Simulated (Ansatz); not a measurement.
Ansatz results at the PBE0-D4/def2-TZVP geometry: HOMO–LUMO gap (PBE/def2-TZVPP) 5.11 eV; LUMO energy (ωB97M-V/def2-TZVPP) 0.53 eV; HOMO–LUMO gap (PBE0/def2-TZVPP) 7.70 eV.

Each molecule was computed in one conformer, which needn't be the lowest.

Problem. Which molecule gave them?
A. `C[O][SnH]([CH3])[SeH]`
B. `[CH3][Sn]([OH])([F])[Cl]`
C. `C[O][SnH2][F]`
D. `[Cl][SnH2][SeH]`

Solution. B. The others give `[Cl][SnH2][SeH]`: 4.05, 0.51, 6.07; `C[O][SnH]([CH3])[SeH]`: 4.43, 1.26, 6.49; `C[O][SnH2][F]`: 4.94, 1.03, 7.49.
